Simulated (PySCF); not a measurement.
C2H7BO3.

```xyz
13

C      2.4757    -0.1248    -0.2481
O      1.2696     0.6080    -0.1377
B      0.0639     0.0121     0.0293
O     -0.0803    -1.3405     0.0691
C     -1.2466     0.8983     0.2074
O     -2.4197     0.0609     0.1678
H      2.3012    -1.2111    -0.2148
H      3.1504     0.1556     0.5773
H      2.9711     0.1311    -1.1989
H     -1.0260    -1.5186     0.2177
H     -1.2317     1.3850     1.1992
H     -1.3052     1.7245    -0.5250
H     -2.7115     0.0051    -0.7507
```
Charge 0, spin multiplicity 1.

Geometry: B3LYP-D3(BJ)/def2-SVP. Other conformers were not sampled.

All values below come from PySCF with KT2/pcSseg-1. Non-relativistic, no solvent.

Computed absolute GIAO shielding of each atom: isotropic value and principal components (ppm):
| atom | σ(iso) | σ11 | σ22 | σ33 | span |
|---|---|---|---|---|---|
| C1 | 129.9 | 97.8 | 110.6 | 181.4 | 83.6 |
| O2 | 237.8 | 112.7 | 257.0 | 343.6 | 230.8 |
| B3 | 72.8 | 59.3 | 67.7 | 91.3 | 32.0 |
| O4 | 199.7 | 44.3 | 222.4 | 332.5 | 288.2 |
| C5 | 128.4 | 95.0 | 107.9 | 182.4 | 87.3 |
| O6 | 318.2 | 290.5 | 297.0 | 367.2 | 76.8 |
| H7 | 26.6 | 22.2 | 26.0 | 31.6 | 9.4 |
| H8 | 27.6 | 23.6 | 25.4 | 33.7 | 10.1 |
| H9 | 27.6 | 23.7 | 25.5 | 33.6 | 9.9 |
| H10 | 25.1 | 17.7 | 25.4 | 32.2 | 14.5 |
| H11 | 27.9 | 23.4 | 27.6 | 32.6 | 9.2 |
| H12 | 27.8 | 23.6 | 27.5 | 32.4 | 8.8 |
| H13 | 31.8 | 23.4 | 28.5 | 43.6 | 20.2 |
